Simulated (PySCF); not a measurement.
PySCF 2.14 output of a UHF calculation on a single atom or ion in x2c-QZVPPall with one added diffuse shell each of s, p, d, f type (10s7p5d3f1g, 86 functions), with scalar relativity by spin-free X2C-1e:

```
SCF conv_tol = 1e-09
number electrons alpha = 10  beta = 5
cycle= 1 E= -458.609005653557  delta_E= -8.4e-10  |g|= 8.49e-06  |ddm|= 0.00027
converged SCF energy = -458.609005653557  <S^2> = 8.7500729  2S+1 = 6.0000243
```

The run itself started from symmetry-adapted Hartree-Fock orbitals and held the occupation by maximum overlap, so the iterations belong to that start.

Task: Which element, charge and spin multiplicity is this?

Result: Cl²⁺ (chlorine, charge +2), multiplicity 6; the state was [Ne] 3s1 3p3 4s1, high-spin 6S determinant (an excited configuration).

The outer electron is Rydberg-like, and this basis confines it to a smaller radius and binds it less than a complete one would.
